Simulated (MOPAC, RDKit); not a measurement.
Torsional profile of SMILES FCC(F)(F)F (C2H2F4). Scanned: dihedral F1–C2–C3–F4; all other coordinates were relaxed at GFN2-xTB. Heavy atoms are numbered in the order of the SMILES FCC(F)(F)F, hydrogens after them in the order of the atoms that carry them; the mirror image has the same energies with the sign of each dihedral reversed. Each profile is relative to its own lowest point.

```tsv
φ / °	A	B	C
0	6.80	3.79	0.03
10	6.34	3.52	0.03
20	5.10	2.79	0.03
30	3.41	1.82	0.02
40	1.73	0.90	0.01
50	0.50	0.24	0.00
60	0.00	0.00	0.00
70	0.35	0.22	0.01
80	1.49	0.85	0.03
90	3.14	1.76	0.04
100	4.89	2.73	0.05
110	6.25	3.48	0.04
```

Energies in kcal/mol.

Question: Which curve belongs to which method? The methods are AM1, restricted, heats of formation // GFN2-xTB in MOPAC; MMFF94 // GFN2-xTB (RDKit); RDKit with UFF // GFN2-xTB.

Answer: A is MMFF94; B is UFF; C is AM1.
